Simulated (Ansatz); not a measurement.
Species: LiOH, charge 0, triplet. This triplet is an excited state, 4.2 eV above the singlet at CCSD(T)/def2-QZVPP (Ansatz, an electronic-structure program). LiOH (parent SMILES [Li][OH], triplet).
B3LYP-D3(BJ)/def2-TZVP minimum from Ansatz:
```xyz
3

Li    -1.0991    -0.9803    -0.4215
O      0.3506     0.3210     0.0318
H      0.4927     0.3729     1.0101
```
Charge 0, spin multiplicity 3.

Total energies in def2-QZVPP, 8 correlated electrons, 2 frozen orbitals. Open shells are spin-unrestricted; no spin-orbit coupling. Cores are frozen in correlated methods. No relativity. The spin of HLiO (parent SMILES [Li][OH], triplet) was assumed, and the state is the lowest solution found for it.

```csv
method,program,energy (Eh),minus CCSDT(Q) (mEh)
HF,Ansatz,-82.86615,239.22
MP2,Ansatz,-83.08549,19.87
CCSD,Ansatz,-83.09813,7.23
CCSD(T),Ansatz,-83.10475,0.62
CCSDT(Q),Ansatz,-83.10536,0.00
```

Rough core times of Ansatz's runs on a shared machine: CCSD(T) 50 s, CCSDT(Q) 10 min.
